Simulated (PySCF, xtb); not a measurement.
C4H6OSe, SMILES O=C1CC[C@@H]1[SeH]. The values are those of a single conformer.

Harmonic wavenumbers (cm⁻¹) from xtb with GFN2-xTB at its own minimum, in rising order: 62, 116, 143, 242, 391, 510, 546, 690, 722, 771, 896, 972, 988, 1023, 1048, 1073, 1094, 1157, 1184, 1207, 1241, 1415, 1469, 1845, 2067, 2943, 3001, 3012, 3020, 3025.

### Question
What does PBE-D3(BJ)/def2-SVP (PySCF) give at its own minimum? (The exact figures need the calculation; the answer reports its results.)

### Answer
53, 126, 189, 248, 406, 473, 556, 664, 694, 763, 841, 929, 945, 980, 1040, 1055, 1087, 1146, 1171, 1193, 1223, 1348, 1406, 1848, 2346, 3003, 3017, 3033, 3064, 3081. Paired by order, the mean absolute difference is 36 cm⁻¹ and the zero-point energies are 54.1 and 54.2 kcal/mol.
